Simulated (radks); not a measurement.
Neutral osmium inside a hard spherical wall (all orbitals vanish at R), configuration held at [Xe] 4f14 5d6 6s2 and not refilled when levels cross. Method: scalar-relativistic Kohn-Sham, LDA (Slater exchange, VWN5 correlation), spin-polarised, spherical densities, point nucleus; open shells are filled with parallel spins first (spin-orbit coupling, left out, can overturn this in heavy ions); computed with a radial shooting solver on a logarithmic mesh with Libxc functionals. Eigenvalues in eV for spin up, with the zero of energy where the potential of the charges vanishes at infinity; a dash marks a level that is unbound or too diffuse for the functional's potential to be trusted. A positive occupied level is held by the wall or, in an anion where self-interaction has pushed it up, behind a barrier. The pressure on the wall is -dE/dV.

| R (bohr) | E (hartree) | kinetic (hartree) | e(4f) | e(5p) | e(5d) | e(6s) | e(6p, empty) | e(7s, empty) | pressure (GPa) |
|---|---|---|---|---|---|---|---|---|---|
| free | -17244.1272 | 19112.618 | -52.277 | -51.815 | -7.324 | -6.876 | -1.590 | -0.036 | 0 |
| 20 | -17244.1272 | 19112.618 | -52.277 | -51.815 | -7.324 | -6.876 | -1.589 | 0.070 | < 0.0001 |
| 12 | -17244.1272 | 19112.618 | -52.275 | -51.813 | -7.323 | -6.875 | -1.570 | 0.734 | 0.000283 |
| 7 | -17244.1182 | 19112.694 | -51.900 | -51.444 | -6.983 | -6.550 | -0.703 | 6.157 | 0.556 |
| 5 | -17244.0029 | 19113.366 | -49.604 | -49.272 | -5.014 | -4.293 | 3.254 | 20.837 | 15.7 |
| 4 | -17243.6238 | 19115.134 | -45.188 | -45.306 | -1.269 | 0.909 | 11.130 | 44.411 | 107 |
| 2.5 | -17238.1815 | 19136.275 | -18.010 | -22.705 | 25.055 | 50.523 | 76.154 | 196.19 | 4330 |
| 2 | -17226.9864 | 19176.560 | 12.568 | 4.958 | 60.777 | 128.44 | 167.90 | 381.87 | 23200 |
